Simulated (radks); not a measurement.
Spherical jellium clusters: N electrons in a uniform positive sphere of charge N and radius rs N^(1/3), rs = 3.73 bohr. Calculated with a radial shooting solver with Libxc functionals: non-relativistic Kohn-Sham, PBE, spin-polarised, spherical densities. Levels are named by radial order and angular momentum (1s, 1p, 1d, 2s, ...), and open shells are averaged over m. Each electron was tried in the lowest free levels, single moves between levels near the top were tried too, and the lowest total energy was kept; such a search can miss a lower state. The series stops at N = 15: beyond it a trial failed or the search could not be trusted, so later rows were left out. Energies include the self-energy of the background; IP and EA are vertical (highest electron removed, lowest free level filled), at fixed background; spill-out counts the electrons outside the background radius R, and alpha is the static dipole polarisability from linear response (closed shells only). A dash means not computed or, for alpha, an open shell; in EA it means that no bound solution was reached, which is typical of self-interaction and does not show that the anion is unstable. Real open-shell clusters deform, which this model forbids.

| N | open shells | 2S | E/N (eV) | E(N+1) + E(N-1) - 2E(N) (eV) | -e(HOMO) (eV) |
|---|---|---|---|---|---|
| 1 | 1s(up 1, down 0) | 1 | -1.332 | - | 3.220 |
| 2 | none | 0 | -1.714 | 1.118 | 3.376 |
| 3 | 1p(up 1, down 0) | 1 | -1.468 | -0.727 | 2.233 |
| 4 | 1p(up 2, down 0) | 2 | -1.527 | -0.492 | 2.803 |
| 5 | 1p(up 3, down 0) | 3 | -1.661 | 0.503 | 3.162 |
| 6 | 1p(up 3, down 1) | 2 | -1.667 | -0.500 | 2.764 |
| 7 | 1p(up 3, down 2) | 1 | -1.742 | -0.324 | 3.137 |
| 8 | none | 0 | -1.839 | 1.339 | 3.387 |
| 9 | 1d(up 1, down 0) | 1 | -1.765 | -0.315 | 2.137 |
| 10 | 1d(up 2, down 0) | 2 | -1.738 | -0.261 | 2.438 |
| 11 | 1d(up 3, down 0) | 3 | -1.740 | -0.219 | 2.674 |
| 12 | 1d(up 4, down 0) | 4 | -1.759 | -0.187 | 2.867 |
| 13 | 1d(up 5, down 0) | 5 | -1.790 | 0.495 | 3.027 |
| 14 | 1d(up 5, down 0) 2s(up 1, down 0) | 6 | -1.781 | -0.215 | 2.623 |
| 15 | 1d(up 5, down 2) | 3 | -1.788 | - | 2.782 |

All shells are closed at N = 2, 8 (there: 1s2 1p6); the second difference of the energy has clear peaks (12 % above both neighbours; the first and last values, which can be the largest, are not judged, and half-filled shells can peak too) at N = 5, 8, 13.
